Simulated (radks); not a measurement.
Spherical quantum dot in the effective-mass picture: electrons in a hard-walled sphere of radius 3.74, all in effective atomic units (hartree* = m*/eps^2 hartree, bohr* = eps/m* bohr), one dielectric constant everywhere. Method: non-relativistic Kohn-Sham, LDA (Slater exchange, Perdew-Wang correlation), spin-polarised, spherical densities; computed with a radial shooting solver with Libxc functionals. Levels are named by radial order and angular momentum (1s, 1p, 1d, 2s, ...), and open shells are averaged over m.

N = 12, configuration 1s2 1p6 1d(up 4, down 0). This is the lowest configuration that the search found. Occupied and some empty levels:

level,occupation,eigenvalue (hartree*),<r> (bohr*)
1s up,1,4.4536,2.355
1s down,1,4.5201,2.336
1p up,3,4.6747,2.502
1p down,3,4.7460,2.495
1d up,4,5.0322,2.614
1d down,0,5.1059,2.612
1f up,0,5.5064,2.703
1f down,0,5.5812,2.703
2s up,0,5.6345,1.715
2s down,0,5.6684,1.717
2p up,0,6.2798,1.974
2p down,0,6.3233,1.970

Energy (hartree*): total 32.5915, kinetic 10.908, external 0, Hartree 26.147, exchange-correlation -4.4641.
